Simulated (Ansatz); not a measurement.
Reaction (cleavage of the Si–Ge bond): `C[SiH2][GeH2][OH]` + `CN[SiH3]` → `C[SiH2]N(C)[SiH3]` + `[OH][GeH3]`

Program: Ansatz. Geometries: PBE0-D4/def2-TZVP. ΔE: electronic, gas phase. CCSD(T)/CBS adds triple-zeta CCSD(T) − MP2 to the extrapolated MP2 energy (def2 sets, frozen cores). DFT in def2-TZVPP. For Ge outer-core shells are correlated without core-valence functions, which leaves a few kJ/mol of doubt a bond. Scalar relativity is left out up to krypton. One conformer a species, not always the lowest.

| level | ΔE (kJ/mol) | difference from CCSD(T)/CBS |
| --- | --- | --- |
| BLYP-D4 | -40.2 | 6.8 |
| r2SCAN0-D4 | -43.2 | 3.8 |
| CAM-B3LYP-D4 | -48.4 | -1.4 |
| ωB97X-V | -45.1 | 1.9 |
| revPBE | -19.2 | 27.8 |
| CCSD/def2-SVP | -49.9 | -2.9 |
| CCSD(T)/def2-TZVPP | -48.4 | -1.4 |
| HF/def2-QZVPP | -54.5 | -7.5 |
| SCS-MP2/def2-QZVPP | -54.6 | -7.6 |
| MP2/CBS(def2) | -53.0 | -6.0 |
| CCSD(T)/CBS | -47.0 | 0 |

Largest T1 diagnostic among the species: 0.012.

From BLYP to BHLYP (50 % exact exchange), in def2-TZVPP and without D4, ΔE moves by −15.9 kJ/mol. Leaving LDA and LC-ωPBE aside and taking each functional with its dispersion term where it has one, the values, not all of them listed here, spread over 21.4 kJ/mol, from BHLYP-D4 to PBE-D4. LDA lies −11.5 kJ/mol from PBE without D4.
